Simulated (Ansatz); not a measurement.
Ni2Br4. The state is a singlet with charge 0. Geometry PBE0-D4/def2-SVP; atoms count from 1.

```xyz
6

Ni   -1.5537    0.2353    0.2924
Ni    1.5543   -0.2364   -0.2893
Br    3.5857    0.6034   -0.4111
Br    0.3627    1.5846    0.3912
Br   -0.3531   -1.6017   -0.3271
Br   -3.5960   -0.5853    0.3439
```

The restricted singlet is unstable towards broken spin symmetry at other levels; at PBE0-D4/def2-TZVP this wasn't settled. No other spin state of charge 0 was run. The geometry of the singlet was relaxed on an unsound state (restricted singlet, unstable towards broken spin symmetry at other levels and untested here). Another isomer (quintet) lies 1.93 eV lower at PBE0-D4/def2-TZVP; other spin states weren't run for this one.

(1) Estimate the Mulliken populations from the PBE0/def2-TZVP orbitals of Ansatz.

(2) And the Mayer bond orders between bonded heavy atoms (over 0.3)?

Results:

(1) 
```
atom  charge (e)  d electrons
 Ni1        0.39         8.74
 Ni2        0.39         8.74
 Br3       -0.28            –
 Br4       -0.11            –
 Br5       -0.11            –
 Br6       -0.28            –
```
Mulliken values and Mayer orders depend strongly on the basis.

(2) Ni1–Br4 0.63 (2.35 Å); Ni1–Br5 0.79 (2.28 Å); Ni1–Br6 1.07 (2.20 Å); Ni2–Br3 1.07 (2.20 Å); Ni2–Br4 0.79 (2.28 Å); Ni2–Br5 0.63 (2.35 Å).
